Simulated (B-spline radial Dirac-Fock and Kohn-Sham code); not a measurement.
Two-hole binding energies of Lu¹⁰⁺

System: lutetium as Lu¹⁰⁺, 1s2 2s2 2p6 3s2 3p6 3d10 4s2 4p6 4d10 4f12 5s2 5p1.

Model: multi-electron Dirac-Fock with separately optimised hole states, Breit and Lamb-shift corrections added in first order. Program: a radial B-spline solver. U is the two-hole binding energy less the two single-hole energies, the effective repulsion of the holes after relaxation. Each two-hole energy is an average over J within one jj subconfiguration.

```csv
holes,E(a) (eV),E(b) (eV),E(ab) (eV),U (eV)
1s⁻²,63510.1,63510.1,128335.9,1315.7
1s⁻¹ 2p1/2⁻¹,63510.1,10548.4,74451.2,392.7
1s⁻¹ 2p3/2⁻¹,63510.1,9443.4,73282.6,329.1
1s⁻¹ 3p1/2⁻¹,63510.1,2464.6,66097.1,122.4
1s⁻¹ 3p3/2⁻¹,63510.1,2225.7,65843.4,107.7
2s⁻²,11075.9,11075.9,22368.6,216.7
2p1/2⁻²,10548.4,10548.4,21373.5,276.7
2s⁻¹ 3p1/2⁻¹,11075.9,2464.6,13636.4,95.9
2p1/2⁻¹ 3d3/2⁻¹,10548.4,1838.4,12485.7,99.0
2p1/2⁻¹ 3d5/2⁻¹,10548.4,1787.3,?,?
2p3/2⁻¹ 3d5/2⁻¹,9443.4,1787.3,11327.3,96.6
3p1/2⁻¹ 3p3/2⁻¹,2464.6,2225.7,4756.5,66.2
3d3/2⁻¹ 3d5/2⁻¹,1838.4,1787.3,3703.1,77.4
4d5/2⁻²,389.3,389.3,812.0,33.4
```

Question: Give the missing two-hole energy and U.

Answer: E(ab) = 12436.1 eV and U = 100.4 eV.

Values without a named source are computed, but for edge energies of neutral atoms, which are taken from tables.
